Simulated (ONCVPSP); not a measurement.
**What one change does to a pseudopotential (tellurium (Te), ONCV)**

tellurium, optimised norm-conserving Vanderbilt (ONCV), made with ONCVPSP 4.0.1 (LDA (Perdew-Zunger), fully relativistic). Core [Kr] 4d10, reference 5s1.5 5p4.5. Waves: 5s: rc 1.90 bohr, ncon 3, nbas 7, qcut 3.5 1/bohr, 2 projectors, debl 0.4 Ha; 5p: rc 2.10 bohr, ncon 5, nbas 8, qcut 4.7 1/bohr, 2 projectors, debl 3.8 Ha. Local part: polynomial inside 1.45 bohr (lpopt 5, dvloc0 4 Ha). Core correction: Teter function, fcfact 3.75, rcfact 1.35.

Open shells are filled in proportion to 2j + 1.

In the s channel the program set the typed energies aside and used -0.578, 0.250 Ha.

Change: p: qcut 2.8.

Cutoffs: the cutoffs (Ha) at which the residual kinetic energy of the hardest occupied pseudo-wave falls to 1 and 0.1 mHa per electron; they do not see the model core or the augmentation charge, which bear on the density cutoff. Errors are all-electron minus pseudo energies relative to the spin-unpolarised reference configuration.

Q: Predict the effect on cutoff, ghosts and configuration errors.

A: The potential gets harder (12 Ha and 38 Ha → 17 Ha and 38 Ha); of the 4 tests that both files solve, the error grows in 0 and shrinks in 2 by more than 15 % and 0.3 meV (median size 3.2 → 2.7 meV); neither file shows a bound ghost.

```csv
quantity,base,changed
"cutoff, loose",12 Ha,17 Ha
"cutoff, tight",38 Ha,38 Ha
loose cutoff by channel,"s 12 Ha, p 8.4 Ha","s 12 Ha, p 17 Ha"
bound ghosts,none,none
GHOST(+) flags under 300 eV,"s at 35.7 eV, p3/2 at 158.8 eV, p1/2 at 167.3 eV","s at 35.7 eV, p3/2 at 161.1 eV, p1/2 at 169.9 eV"
"error for 5s2 5p4, meV [ΔE -4.63 eV]",-3.2,-2.7
"error for 5s2 5p3, meV [ΔE 5.31 eV]",-3.1,-2.7
"error for 5s2 5p2, meV [ΔE 23.51 eV]",-13,-14
"error for 5s1 5p5, meV [ΔE 4.68 eV]",-1.6,-1.0
s: phases at 1.93 bohr within 0.05 rad from the reference energy up to (Ha; the scan ends near 5),1.3,1.3
p3/2: phases at 2.14 bohr within 0.05 rad from the reference energy up to (Ha; the scan ends near 5),4.2,4.2
p1/2: phases at 2.14 bohr within 0.05 rad from the reference energy up to (Ha; the scan ends near 5),4.2,4.2
"rms error of d²Exc/dni dnj with the model core, mHa",5.62,5.60
```

Base: The cutoffs count occupied waves only; projector 2 of the p channel, the hardest unoccupied one, needs 50 Ha at the loose tolerance. Changed file: The cutoffs count occupied waves only; projector 2 of the p channel, the hardest unoccupied one, needs 50 Ha at the loose tolerance.
